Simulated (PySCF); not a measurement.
Molecule: C3HO, charge 0, multiplicity 2. It need not be the lowest isomer of its formula. SMILES: C(=O)=C=[CH]
Geometry from a B3LYP-D3(BJ)/def2-TZVP (Ansatz) optimisation:
```xyz
5

C     -1.9021    -0.1287    -0.0972
C     -0.6442    -0.1607    -0.0129
C      0.6248     0.1100     0.0203
O      1.7849     0.2333     0.0719
H     -2.7498    -0.7901    -0.0370
```
Charge 0, spin multiplicity 2.

Dispersion corrections to the total energy (kcal/mol) from the dftd3 and dftd4 libraries through PySCF: D3(BJ) without and D4 with the three-body term, each with the damping fitted for the functional named.

```tsv
functional	D3(BJ)	D4
BLYP	-3.62	(withheld)
BHLYP	-2.30	-1.84
B3LYP	-2.95	-2.61
HF	-16.10	-6.42
revPBE	-4.37	-5.62
B2PLYP	-1.35	(withheld)
TPSS	-2.09	(withheld)
```

Task: Some entries are withheld; supply them.

Result: 
- BLYP, D4: -3.68
- B2PLYP, D4: -1.12
- TPSS, D4: -2.19
